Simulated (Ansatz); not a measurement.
NH$_{4}$Te (SMILES [NH3+][TeH]) (charge +1), singlet: a single point at a frame of a short PBE0-D4/def2-SVP trajectory.

The input file, in.yaml:

```yaml
crystal:
  periodic: [false, false, false]
  atoms:
    - {symbol: N, position_ang: [0.072071, -0.434065, -0.476496]}
    - {symbol: Te, position_ang: [0.282945, 0.302278, 1.613802]}
    - {symbol: H, position_ang: [0.560723, 0.237930, -1.096430]}
    - {symbol: H, position_ang: [-0.939823, -0.612737, -0.831815]}
    - {symbol: H, position_ang: [0.622394, -1.368382, -0.594777]}
    - {symbol: H, position_ang: [-0.488643, 1.771814, 1.216741]}
basis:
  gaussian: {orbitals: def2-TZVPP}
total_charge: 1
correlation: {method: ccsd_t}
output: {forces: true}
```

Run by:

```bash
ansatz run in.yaml --threads 2 --pin off --events-out ev --progress --plain --max-ram 3481MiB
```

The run's output (Ansatz 0.2.0):

```
Functional definition: HF
  name "HF"
  cite "Fock, Z. Phys. 61, 126 (1930) doi:10.1007/BF01340294"
  parent pbe
  exchange = exact_x
  correlation = 0
970 factors; integrals over basis functions are off by at most 1.1e-3 eV
mean field evaluation 1: about -8800.5764 eV, gradient 4.1e1 eV
mean field evaluation 2: about -8800.6824 eV, gradient 4.1e1 eV
mean field evaluation 4: about -8803.9560 eV, gradient 3.0e0 eV
mean field evaluation 8: about -8803.9918 eV, gradient 2.2e-1 eV
mean field evaluation 16: about -8800.5761 eV, gradient 4.1e1 eV
mean field evaluation 32: about -8797.8781 eV, gradient 2.1e0 eV
mean field -8803.99214573 eV, -323.5407437954 hartree, gradient 4.1e-6 eV, S^2 0.000000; 1 other end points of the search recorded, 0 dependent functions left out
5 core orbitals not correlated: weight in the atoms' cores, before any rotation towards them, 1.000 or more for the frozen orbitals, at most 0.000 for the correlated occupied ones
reference -8803.99214573 eV, -323.5407437954 hartree; 12, 12 occupied and 120, 120 virtual orbitals, 970 factors
second order -18.60376093 eV of doubles, -0.00000000 eV of singles
cycle   1  -17.99333266 eV  change    6.1e-1 eV  update   8.5e-2
cycle   2  -18.43954940 eV  change   -4.5e-1 eV  update   2.6e-2
cycle   3  -18.50464648 eV  change   -6.5e-2 eV  update   1.2e-2
cycle   4  -18.49120953 eV  change    1.3e-2 eV  update   3.1e-3
cycle   5  -18.49235792 eV  change   -1.1e-3 eV  update   1.5e-3
cycle   6  -18.49319083 eV  change   -8.3e-4 eV  update   4.2e-4
cycle   7  -18.49279533 eV  change    4.0e-4 eV  update   1.6e-4
cycle   8  -18.49276106 eV  change    3.4e-5 eV  update   6.8e-5
cycle   9  -18.49281228 eV  change   -5.1e-5 eV  update   2.6e-5
cycle  10  -18.49278516 eV  change    2.7e-5 eV  update   1.4e-5
cycle  11  -18.49280608 eV  change   -2.1e-5 eV  update   7.2e-6
cycle  12  -18.49280393 eV  change    2.2e-6 eV  update   3.9e-6
cycle  13  -18.49280517 eV  change   -1.2e-6 eV  update   1.9e-6
perturbative correction -0.50329718 eV, -0.0184958301 hartree
the calculation of the forces begins
Total energy: -8822.98824808 eV, -324.2388376805 hartree
Atom 0 at     0.072071    -0.434065    -0.476496 Å, force    -0.183240    -1.591799    -0.798107 eV/Å
Atom 1 at     0.282945     0.302278     1.613802 Å, force    -0.508887     0.356460    -0.742904 eV/Å
Atom 2 at     0.560723     0.237930    -1.096430 Å, force    -0.573026    -0.414913     0.257519 eV/Å
Atom 3 at    -0.939823    -0.612737    -0.831815 Å, force     2.174857     0.494157     0.827355 eV/Å
Atom 4 at     0.622394    -1.368382    -0.594777 Å, force    -1.288792     1.951191     0.393194 eV/Å
Atom 5 at    -0.488643     1.771814     1.216741 Å, force     0.379089    -0.795096     0.062943 eV/Å
Dipole moment:    -0.117092    -0.321068    -1.077358 e Å
```

The lines “mean field evaluation” count trial sets of orbitals through the whole run, from several starts and some on an approximate energy, so they need not fall steadily or lie above the final value.

The run took 120 s on 2 CPU threads of an Arm Neoverse V1 (shared host), with 1.4 GiB of host memory at its peak.
